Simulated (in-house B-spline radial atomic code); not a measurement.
# BHandHLYP excitations of S VII (S6+)

Method: BHandHLYP. Computed with an all-electron radial atomic-structure program (B-spline basis): linear response of the closed shell [He] 2s2 2p6 with the functional's adiabatic kernel; non-relativistic, point nucleus, no spin-orbit coupling, no double excitations, S, P, D and F terms only. Only terms of natural parity with L up to 3 were computed.

Command:
```bash
python run_td.py task.json out
```
Settings (radii: box in bohr, nucleus in fm):
```
Z                        16
electrons                10
configuration            [He] 2s2 2p6
hamiltonian              nr
method                   bhandhlyp
box_radius               14.35
intervals                50
```

Time taken, with all properties: 0.3 s on 1 thread of Arm Neoverse N1 (shared host).

The lowest states, in the order of their Tamm-Dancoff energies; the method's threshold (minus the highest occupied level) is 271.14 eV. Labels give the largest channel, * marks a mixed state, and oscillator strengths are full-response dipole values. Semilocal kernels can invert the small singlet-triplet splittings of Rydberg terms. Energies in eV:

| state | full response | Tamm-Dancoff | oscillator strength |
| --- | --- | --- | --- |
| 2p → 3s 3P | 165.23 | 165.26 | - |
| 2p → 3s 1P | 167.12 | 167.14 | 0.198 |
| 2p → 3p 3S | 176.71 | 176.79 | - |
| 2p → 3p 3D | ? | ? | - |
| 2p → 3p 1D | 180.08 | 180.09 | - |
| 2p → 3p 1S | 187.98 | 188.56 | - |
| 2p → 3d 3P | 196.44 | 196.45 | - |
| 2p → 3d 3F | ? | ? | - |
| 2p → 3d 1F | 198.33 | 198.34 | - |
| 2p → 3d 1P | 201.27 | 201.41 | 1.49 |
| 2p → 4s 3P | 220.51 | 220.51 | - |
| 2p → 4s 1P | 221.03 | 221.03 | 0.0405 |
| 2s → 3s 3S* | 222.54 | 222.57 | - |
| 2s → 3s 1S* | 225.27 | 225.29 | - |
| 2p → 4p 3D | 225.37 | 225.37 | - |
| 2p → 4p 3S* | 225.60 | 225.60 | - |

**Question.** Where does 2p → 3d 3F lie?

**Answer.** At 196.92 eV in full response, 196.94 eV in Tamm-Dancoff.

**Question.** Where does 2p → 3p 3D lie?

**Answer.** At 178.43 eV in full response, 178.46 eV in Tamm-Dancoff.

**Question.** How large is the singlet-triplet splitting of 2p → 3s (P terms) in Tamm-Dancoff?

**Answer.** 1.88 eV, from the unrounded values.

**Question.** What polarisabilities and dispersion coefficient does the method give?

**Answer.** Dipole 0.07363 bohr³, quadrupole 0.03101 bohr⁵, C6 0.03736 hartree·bohr⁶ for two such species.
